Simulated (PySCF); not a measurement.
[C₄H₂F₃O₃S]-, charge -1

Geometry (Å), atoms numbered from 1 in this order:
```xyz
13

O    -3.365   -0.289   -2.103
S    -1.993    0.025   -1.592
O    -1.413   -1.079   -0.708
C     1.256   -0.905    0.097
C     2.412   -0.804    0.474
C     3.740   -0.594    0.976
O     4.718   -1.260    0.718
C    -2.431    1.245   -0.197
F    -2.937    2.390   -0.688
F    -1.341    1.578    0.514
F    -3.327    0.747    0.652
H     0.188   -0.979   -0.255
H     3.819    0.284    1.669
```

Total charge -1.

Method used: quadratic response CAM-B3LYP/aug-cc-pVDZ first hyperpolarisability, Taylor convention, gas phase in PySCF. Geometry: PBE0-D3(BJ)/def2-SVP.

The bonding changed while the geometry was optimised; results refer to the coordinates, not to the name. For a gas-phase anion, states above the detachment energy (about 3.9 eV, taken as minus the energy of the highest occupied orbital) lie in the continuum and depend on the basis.

Give the tensor of the second harmonic β(−2ω;ω,ω) at 1907 nm in the axes of these coordinates.

In au, Taylor convention; rows are the first index (the induced dipole):
```
       xx     yy     zz    xy     xz     yz
x  -402.3   +6.9  -61.4  +6.5  -81.9   +5.9
y    +7.9  -20.3  -42.6  +6.8   +6.6  +14.9
z   -81.3  +15.4  +81.9  +6.2  -61.5  -42.9
```
Norm of βᵢ = ⅓ Σⱼ (βᵢⱼⱼ + βⱼᵢⱼ + βⱼⱼᵢ): 460.7 au, hyper-Rayleigh value 189.4 au.
